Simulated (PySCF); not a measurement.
C2Cl3, SMILES Cl[C]=C(Cl)Cl, multiplicity 2. Atoms are numbered in the order given.

```xyz
5

Cl    -0.3536     2.3463     0.0000
C     -0.7651     0.7315     0.0000
C     -0.1152    -0.4192     0.0000
Cl     1.6286    -0.5241     0.0000
Cl    -0.9644    -1.9325     0.0000
```
Charge 0, spin multiplicity 2.

Geometry: B3LYP-D3(BJ)/def2-SVP. The isomer is the one that the SMILES or the coordinates give; other isomers of the formula were not compared.

Method: PBE0/pcH-1 run with PySCF.

Unrestricted Kohn–Sham, ⟨S²⟩ = 0.767. Hyperfine tensors hold the contact and dipolar terms, without spin-orbit corrections.

Computed hyperfine couplings:
```csv
nucleus,A(iso) (MHz),A(iso) (G),dipolar principal values (MHz)
35Cl no. 1,24.4,8.7,"-37.4, -22.7, 60.1"
13C no. 2,486.0,173.4,"-77.1, -44.9, 122.0"
13C no. 3,46.3,16.5,"-25.7, 2.4, 23.3"
35Cl no. 4,6.6,2.4,"-19.4, -13.6, 33.0"
35Cl no. 5,5.1,1.8,"-9.3, -2.8, 12.1"
```

Problem. And the g tensor (effective nuclear charges for spin-orbit coupling, GIAO)? (Estimate from the structure and the level; the computed values follow.)

Solution. principal values 2.0007, 2.0027, 2.0059; isotropic 2.0031.
